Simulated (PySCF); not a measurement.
An excited-state job on `FC1=C(Cl)[Se]C=C1`.

Method: TDDFT CAM-B3LYP/def2-SVPD, vertical, gas phase, core orbitals frozen in the response (PySCF 2.14.0, density-fitted response routines). Geometry: GFN2-xTB. The input is one job of a driver script: a line of settings, then coordinates in Å.

Input:
```
{"job": {"kind": "uv", "xc": "CAM-B3LYP", "basis": "def2-SVPD", "nstates": 8, "ntriplets": 3}, "charge": 0, "multiplicity": 1}
F      1.322478    -1.801534    -0.058482
C      0.617623    -0.662093    -0.026486
C     -0.798609    -0.671951     0.008222
C     -1.356075     0.562379     0.037526
Se    -0.088258     1.920689     0.024212
C      1.201828     0.569060    -0.024744
Cl     2.876877     0.896433    -0.061584
H     -1.355700    -1.592074     0.010119
H     -2.406604     0.785085     0.066038
```

Q: Estimate the output.

A: 
```
coarse grid: 44616 points
cycle   1  E = -3114.5501443459  dE =  5.368e-01  |g| = 5.144e-01  |ddm| = 5.783e+00
cycle   2  E = -3114.5309471545  dE =  1.920e-02  |g| = 6.355e-01  |ddm| = 2.026e+00
cycle   3  E = -3114.6050766672  dE = -7.413e-02  |g| = 8.583e-02  |ddm| = 1.106e+00
cycle   4  E = -3114.6064394899  dE = -1.363e-03  |g| = 3.837e-02  |ddm| = 1.795e-01
cycle   5  E = -3114.6067596793  dE = -3.202e-04  |g| = 1.127e-02  |ddm| = 9.720e-02
cycle   6  E = -3114.6067883325  dE = -2.865e-05  |g| = 3.916e-03  |ddm| = 2.531e-02
cycle   7  E = -3114.6067921240  dE = -3.791e-06  |g| = 6.487e-04  |ddm| = 7.881e-03
final grid: 92000 points
cycle   8  E = -3114.6067970416  dE = -2.372e-07  |g| = 5.864e-04  |ddm| = 3.625e-03
cycle   9  E = -3114.6067970605  dE = -1.889e-08  |g| = 6.390e-04  |ddm| = 1.796e-03
cycle  10  E = -3114.6067971569  dE = -9.638e-08  |g| = 8.485e-05  |ddm| = 8.918e-04
cycle  11  E = -3114.6067971607  dE = -3.791e-09  |g| = 4.597e-05  |ddm| = 2.651e-04
cycle  12  E = -3114.6067971623  dE = -1.642e-09  |g| = 1.506e-05  |ddm| = 1.987e-04
cycle  13  E = -3114.6067971624  dE = -8.276e-11  |g| = 5.357e-06  |ddm| = 4.608e-05
converged SCF energy = -3114.6067971624

Static polarisability (au): isotropic 82.841, principal 54.239 91.990 102.293

Singlet excitations
state   eV       nm        f      main configurations
  1   5.0850    243.8   0.00052   H->L+1 0.49, H-1->L+1 0.40
  2   5.2098    238.0   0.00000   H-1->L+1 0.49, H->L+1 0.41
  3   5.2344    236.9   0.12649   H->L 0.95
  4   5.4591    227.1   0.11624   H-1->L 0.91
  5   6.0329    205.5   0.00036   H->L+2 0.47, H->L+3 0.34
  6   6.6087    187.6   0.01537   H->L+4 0.70, H->L+3 0.08
  7   6.7267    184.3   0.00917   H-1->L+2 0.82
  8   6.7818    182.8   0.00532   H->L+3 0.39, H->L+2 0.38

Triplet excitations (Tamm-Dancoff, eV): 3.3943 4.2134 4.7156
```

The SCF starts on a coarse grid where the log names one; the energy can jump when the final grid takes over, and dE then counts from the start density on the new grid. H and L stand for HOMO and LUMO; the number after each pair is its weight.

Q: Give the mean polarisability as a volume in Å³, and the ratio of the largest to the smallest principal value.

A: 82.841 au × 0.148185 = 12.28 Å³; 102.293/54.239 = 1.89.

Q: Give S1 in cm⁻¹ and kJ/mol.

A: 5.0850 eV × 8065.54 = 41013 cm⁻¹; × 96.485 = 490.6 kJ/mol.

In short: HOMO -8.21 eV, LUMO -0.12 eV; lowest singlet 5.08 eV; lowest triplet 3.39 eV (Tamm–Dancoff); mean polarisability 82.8 au.

 The CAM-B3LYP/def2-SVPD calculation is non-relativistic and has no spin–orbit coupling, an omission that weighs most on selenium.

Q: Estimate the wall time. Hardware: an Arm Neoverse V2 with one thread, on a shared host.

A: About 33 s.
Labels such as C1 count atoms from 1, the log's own numbers from 0.
